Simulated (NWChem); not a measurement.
Molecule: CrHSO$_{2}$F; SMILES [Cr]([F])(=[O])(=[O])[SH]

```xyz
6

Cr     0.0747     0.3685     0.0091
O      0.8372     0.7298    -1.2681
O      0.9162     0.6764     1.2467
F     -1.4171     1.1701     0.0591
S     -0.1678    -1.7972     0.0446
H     -0.3821    -1.8682    -1.2916
```
Atoms are numbered in this order, from 1.

Program: NWChem. The geometry was optimised at PBE0/def2-SVP.

**Question.** What does the run give for PW91/def2-SVP? Quantities: highest occupied level (eV); orbital gap (eV); dipole (D).

**Answer.** 
- highest occupied level (eV) = -7.43
- orbital gap (eV) = 2.38
- dipole (D) = 1.97
